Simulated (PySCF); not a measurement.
# Pt(37+): ionisation energy

Pt(37+) [Kr] 4d5 [4d3/2^4 4d5/2^1, M_J = 5/2] → Pt(38+) [Kr] 4d4 [4d3/2^4, M_J = 0], as a difference of total energies. Calculation: PySCF 2.14, in an even-tempered Gaussian basis (17 s from 4.1 bohr⁻², ratio 2.8; 14 p from 5.4 bohr⁻², ratio 2.8; 9 d from 5.4 bohr⁻², ratio 2.8; 3 f from 22 bohr⁻², ratio 3); the two-component X2C-1e Hamiltonian. Correlated levels: [Ar] 3d10 frozen; the 92 highest virtual spinors dropped. "Screened" scales the spin-orbit matrix elements by Boettger's factors to mimic the two-electron term; Breit and QED terms are absent.

```tsv
method	ionisation energy (eV)
GHF (spin-free)	1699.0
GMP2 (spin-free)	1698.9
GHF (screened spin-orbit)	1679.7
GMP2 (screened spin-orbit)	1679.5
```

Breit and QED terms and the two-electron picture change are absent.

The spin-free rows relax to the high-spin LS determinant and lack the spin-orbit shift.

The labels give the starting determinants; with spin-orbit coupling the two ends relaxed to ⟨J²⟩ = 8.75, ⟨L²⟩ = 5.80, ⟨S²⟩ = 3.09 and ⟨J²⟩ = 0.00, ⟨L²⟩ = 2.50, ⟨S²⟩ = 2.50.

For comparison: 1680 ± 4 eV (theoretical estimate listed by NIST; NIST Atomic Spectra Database, ionization energies).
